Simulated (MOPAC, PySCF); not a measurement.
C10H8BF, SMILES `Bc1cc(F)c2cccccc1-2`, neutral singlet in the gas phase. 

Cartesian coordinates (Å):
SMILES: Bc1cc(F)c2cccccc1-2
```xyz
20

B      3.0618    -0.8429    -0.2135
C      1.8900     0.1154    -0.1453
C      1.9746     1.5403    -0.1823
C      0.6984     2.0823    -0.0976
F      0.3939     3.3837    -0.1026
C     -0.2715     1.0607    -0.0024
C     -1.6495     1.2635     0.0972
C     -2.6575     0.3066     0.1940
C     -2.5292    -1.0915     0.2147
C     -1.3827    -1.8828     0.1453
C     -0.0386    -1.4895     0.0352
C      0.4921    -0.2079    -0.0327
H      4.1871    -0.4124    -0.3079
H      2.9055    -2.0413    -0.1759
H      2.8971     2.1149    -0.2643
H     -1.9659     2.3114     0.0984
H     -3.6785     0.6919     0.2628
H     -3.4713    -1.6428     0.2979
H     -1.5531    -2.9626     0.1818
H      0.6972    -2.2972    -0.0030
```
Charge 0, multiplicity 1.

All levels are single points at this geometry (B3LYP-D3(BJ)/def2-SVP); Pople sets use spherical d functions. Orbital energies aren't observables, and empty levels follow the basis.

M06-2X/6-31G* in PySCF gives dipole (D) = 3.62.

Problem. Estimate the dipole (D) from each of these levels: TPSSh-D3(BJ)/def2-TZVP in PySCF; B3LYP/6-311+G** in PySCF; B3LYP/6-31G* in PySCF; BP86/6-31G* in PySCF; PM7 in MOPAC.

Solution. 
| level | dipole (D) |
|---|---|
| TPSSh-D3(BJ)/def2-TZVP in PySCF | 3.58 |
| B3LYP/6-311+G** in PySCF | 3.66 |
| B3LYP/6-31G* in PySCF | 3.67 |
| BP86/6-31G* in PySCF | 3.64 |
| PM7 in MOPAC | 3.96 |
